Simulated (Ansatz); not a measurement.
```yaml
crystal:
  periodic: [false, false, false]
  atoms:
    - {symbol: C, position_ang: [-1.416776, 1.428466, -0.066943]}
    - {symbol: Si, position_ang: [-0.222312, 0.267194, 0.807906]}
    - {symbol: B, position_ang: [1.172632, -0.488335, -0.438518]}
    - {symbol: N, position_ang: [1.352641, -1.857748, -0.563642]}
    - {symbol: H, position_ang: [-1.961394, 0.904613, -0.855901]}
    - {symbol: H, position_ang: [-2.146351, 1.843565, 0.631523]}
    - {symbol: H, position_ang: [-0.875405, 2.258649, -0.526723]}
    - {symbol: H, position_ang: [-1.001529, -0.837062, 1.454723]}
    - {symbol: H, position_ang: [0.442816, 1.015135, 1.918410]}
    - {symbol: H, position_ang: [1.878917, 0.218570, -1.105501]}
    - {symbol: H, position_ang: [2.041129, -2.272918, -1.170515]}
    - {symbol: H, position_ang: [0.812634, -2.535230, -0.050619]}
basis:
  gaussian: {orbitals: def2-mTZVP}
magnetization: {spin_polarized: true, initial_magnetization: 1}
hamiltonian: {xc: {name: PBE-QIDH}}
output: {forces: true}
```

```sh
$ ansatz run in.yaml --threads 2 --pin off --events-out ev --progress --plain --max-ram 4352MiB
```

Shortened log:

```
Error: a molecule whose nuclei and cores have a total charge of 40 cannot have a net charge of 0 together with 1 unpaired electrons
```

Q: Something in this input is off. What?

A: The number of unpaired electrons doesn't fit the electron count. The input was rejected before any iteration.
